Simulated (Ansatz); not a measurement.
Dissociation curve of SMILES [SiH3]S. The Si1–S5 bond (Si1 also carries H, H, H; S5 carries H) is varied alone, starting from the PBE0/def2-TZVP optimised geometry.

Levels: UMP2 = MP2 on UHF/cc-pVTZ, frozen core in Ansatz (a program for electronic structure); RHF/cc-pVTZ (Ansatz); UKS-B3LYP = unrestricted B3LYP/cc-pVTZ run with Ansatz; UCCSD(T) = CCSD(T) on UHF/cc-pVTZ, frozen core run with Ansatz.

Energies relative to the lowest point of each curve near equilibrium, in kcal/mol:

```json
[
 {"R / Å": "2.03", "UMP2": "3.0", "RHF": "3.4", "UKS-B3LYP": "3.4"},
 {"R / Å": "2.10", "UMP2": "0.4", "RHF": "0.5", "UKS-B3LYP": "0.6"},
 {"R / Å": "2.20", "UMP2": "0.5", "RHF": "0.4", "UKS-B3LYP": "0.2"},
 {"R / Å": "2.26", "UMP2": "2.1", "RHF": "1.9", "UKS-B3LYP": "1.4"},
 {"R / Å": "2.38", "UMP2": "7.5", "RHF": "7.3", "UKS-B3LYP": "5.9"},
 {"R / Å": "2.68", "UMP2": "27.6", "RHF": "28.0", "UKS-B3LYP": "23.4"},
 {"R / Å": "2.90", "UMP2": "50.0", "RHF": "44.9", "UKS-B3LYP": "37.3"},
 {"R / Å": "3.88", "UMP2": "87.2", "RHF": "104.7", "UKS-B3LYP": "76.0"},
 {"R / Å": "4.33", "UMP2": "89.3", "RHF": "122.5", "UKS-B3LYP": "80.5"},
 {"R / Å": "4.70", "UMP2": "89.9", "RHF": "133.7", "UKS-B3LYP": "82.1"},
 {"R / Å": "5.33", "UMP2": "90.3", "RHF": "147.5", "UKS-B3LYP": "83.2"},
 {"R / Å": "7.44", "UMP2": "90.4", "RHF": "167.2", "UKS-B3LYP": "83.5"}
]
```

Predict the corresponding UCCSD(T) column.

2.03: 3.3; 2.10: 0.5; 2.20: 0.3; 2.26: 1.7; 2.38: 6.8; 2.68: 25.8; 2.90: 41.0; 3.88: 82.5; 4.33: 85.3; 4.70: 86.0; 5.33: 86.4; 7.44: 86.6 (kcal/mol).

The unrestricted determinant behind UMP2, UCCSD(T) is spin-contaminated at 2.90 to 7.44 Å (<S²> up to 1.0, against 0.00 for a pure singlet). The restricted form behind RHF keeps the bonding electrons paired and can't separate into open-shell fragments. The unrestricted determinant behind UKS-B3LYP is spin-contaminated at 3.52 to 7.44 Å (<S²> up to 1.0, against 0.00 for a pure singlet).
